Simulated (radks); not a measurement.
Results of a calculation; reference values are marked as such.
Problem. All-electron atom: the tungsten ion W6+ in [Xe] 4f13 6p1 (not the ground configuration). Level of theory: scalar-relativistic Kohn-Sham, LDA (Slater exchange, Perdew-Wang correlation), spin-polarised, spherical densities, finite nucleus; open shells are filled with parallel spins first (spin-orbit coupling, left out, can overturn this in heavy ions); Fermi nuclear charge, rms radius 5.3658 fm (a radial shooting solver on a logarithmic mesh with Libxc functionals). Some entries of the table are withheld. Estimate them.

| orbital | occ. | eigenvalue (eV) | <r^2> (bohr^2) |
|---|---|---|---|
| 1s up | 1 | -69505.70 | 0.0004637 |
| 1s down | 1 | -69505.67 | 0.0004637 |
| 2s up | 1 | -12077.66 | 0.007130 |
| 2s down | 1 | -12077.61 | 0.007130 |
| 2p up | 3 | -10581.58 | 0.005895 |
| 2p down | 3 | -10581.53 | 0.005895 |
| 3s up | 1 | -2855.329 | 0.04631 |
| 3s down | 1 | -2854.678 | 0.04630 |
| 3p up | 3 | -2412.091 | 0.04705 |
| 3p down | 3 | -2411.437 | 0.04703 |
| 3d up | 5 | -1900.397 | 0.03901 |
| 3d down | 5 | -1899.882 | 0.03899 |
| 4s up | 1 | -663.4152 | 0.2276 |
| 4s down | 1 | -662.2692 | 0.2277 |
| 4p up | 3 | -517.5308 | 0.2587 |
| 4p down | 3 | -516.4173 | 0.2588 |
| 4d up | 5 | -332.3666 | 0.2995 |
| 4d down | 5 | -331.2840 | 0.2997 |
| 5s up | 1 | -164.6944 | (1) |
| 5s down | 1 | -164.1308 | (2) |
| 4f up | 7 | -126.3323 | 0.4162 |
| 5p up | 3 | -125.8103 | 1.516 |
| 5p down | 3 | -125.2970 | 1.514 |
| 4f down | 6 | -125.2803 | 0.4180 |
| 6p up | 1 | (3) | 6.696 |
| 6p down | 0 | (4) | 6.731 |

Solution. 
(1) 5s up <r^2> (bohr^2): 1.179
(2) 5s down <r^2> (bohr^2): 1.181
(3) 6p up eigenvalue (eV): -53.5134
(4) 6p down eigenvalue (eV): -51.9852
